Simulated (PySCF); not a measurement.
Mn+: ionisation energy

Mn+ [Ar] 3d5 4s1 (7S) → Mn(2+) [Ar] 3d5 (6S), as a difference of total energies. Calculation: PySCF 2.14, in cc-pVTZ-DK; the spin-free X2C one-electron Hamiltonian (Gaussian nucleus). Correlated levels: valence: [Ar] frozen. The calculations carry no spin-orbit coupling.

| method | ionisation energy (eV) |
| --- | --- |
| UHF | 14.856 |
| LDA | 16.543 |
| PBE0 | 15.978 |
| MP2 (valence) | 15.296 |
| SCS-MP2 (valence) | 15.003 |

Task: How much does correlation contribute at MP2 (valence)?

Result: 15.296 − (14.856) = 0.440 eV, measured against UHF.

Errors of the correlated levels include the incompleteness of this basis and the frozen core.

For comparison: 15.640 eV (measured; NIST Atomic Spectra Database, ionization energies).
